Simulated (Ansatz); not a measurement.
Two structures of Si4NH12F, closed shell, reached by relaxing down either side of one saddle point (PBE0-D4/def2-TZVP). Energies are electronic, without zero-point energy. Ansatz 0.2.0; basis: def2-TZVPP and def2-QZVPP; cores frozen in the correlated methods. Extrapolation: Hartree–Fock as exp(−7.88 √X), correlation as X^−2.97. First:

Si1  (-0.057, 0.052, 0.671)
Si2  (2.185, -0.162, 0.025)
Si3  (-1.343, 0.823, -1.130)
Si4  (-0.176, 1.584, 2.445)
F5  (-0.601, -1.373, 1.235)
H6  (0.249, -2.353, -2.029)
N7  (-0.637, -2.063, -1.635)
H8  (2.617, 1.153, -0.526)
H9  (3.067, -0.505, 1.173)
H10  (2.368, -1.197, -1.030)
H11  (-1.679, 2.258, -0.871)
H12  (-0.605, 0.778, -2.418)
H13  (-2.629, 0.085, -1.226)
H14  (-1.585, 1.821, 2.864)
H15  (0.602, 1.127, 3.628)
H16  (0.399, 2.873, 1.968)
H17  (-0.819, -2.641, -0.823)
H18  (-1.355, -2.259, -2.321)
(Å)

Second:

| atom | x (Å) | y (Å) | z (Å) |
| --- | --- | --- | --- |
| Si1 | -1.6036 | -0.3875 | 0.4746 |
| Si2 | 2.8855 | 0.1809 | -0.8530 |
| Si3 | -1.7060 | 1.0131 | -1.4037 |
| Si4 | -0.1888 | 0.3330 | 2.2011 |
| F5 | -3.0961 | -0.4387 | 1.0954 |
| H6 | 1.6976 | -0.7067 | -0.9203 |
| N7 | -1.0396 | -1.9084 | -0.0481 |
| H8 | 2.4483 | 1.5992 | -0.8186 |
| H9 | 3.6655 | -0.1264 | 0.3730 |
| H10 | 3.7410 | -0.0417 | -2.0473 |
| H11 | -2.5094 | 2.2309 | -1.1163 |
| H12 | -0.3350 | 1.4273 | -1.8048 |
| H13 | -2.3313 | 0.2858 | -2.5449 |
| H14 | -0.8119 | 1.4375 | 2.9772 |
| H15 | 0.1052 | -0.7979 | 3.1264 |
| H16 | 1.0991 | 0.8196 | 1.6364 |
| H17 | -0.6904 | -2.6016 | 0.5935 |
| H18 | -1.3297 | -2.3182 | -0.9208 |

Q: Which bonds change from the first to the second?

A: Si₄H₉F ([F][Si]([SiH3])([SiH3])[SiH3]) + NH₃ → Si₃NH₈F ([NH2][Si]([F])([SiH3])[SiH3]) + SiH₄; bonds formed: Si1–N7, Si2–H6; bonds broken: Si1–Si2, H6–N7.

Q: Give the saddle point's structure and its height above each. (An estimate is asked for; the value comes from the calculation.)

A: By the calculation: 1.565 eV above the first and 2.066 eV above the second (CCSD(T) at an estimated basis limit (MP2 extrapolated from triple and quadruple zeta, plus CCSD(T) − MP2 in triple zeta)).
```csv
atom,x (Å),y (Å),z (Å)
Si1,-1.1453,-0.2686,0.3095
Si2,1.9676,0.1592,-0.5466
Si3,-1.2788,1.0812,-1.5974
Si4,-0.0163,0.4679,2.2145
F5,-2.6466,-0.7212,0.7241
H6,0.6036,-1.2959,-0.3426
N7,-0.4223,-1.8955,-0.1629
H8,1.7567,1.6053,-0.8913
H9,2.9897,0.2021,0.5523
H10,2.7243,-0.3690,-1.7360
H11,-0.7396,2.4246,-1.2806
H12,-0.5467,0.4699,-2.7376
H13,-2.7151,1.2100,-1.9776
H14,-1.0110,0.8497,3.2586
H15,0.8063,-0.6514,2.7471
H16,0.8281,1.6432,1.8966
H17,-0.3689,-2.5878,0.5773
H18,-0.7855,-2.3236,-1.0076
```

No T1 diagnostic of these runs exceeds 0.014.

Labels in which every atom is bracketed show which atoms are joined, not bond orders.

For scale, one of the runs: CCSD(T)/def2-TZVPP, 398 basis functions, launched by `ansatz run in.yaml --threads 4 --pin off --events-out ev --progress --plain --max-ram 66560MiB --backend cuda --devices 0, --max-vram 37GiB`. Hardware: 4 CPU threads of an AMD EPYC 7R13 and a share of one NVIDIA H100, shared host. Wall time 18 s; peak host memory 1.6 GiB.
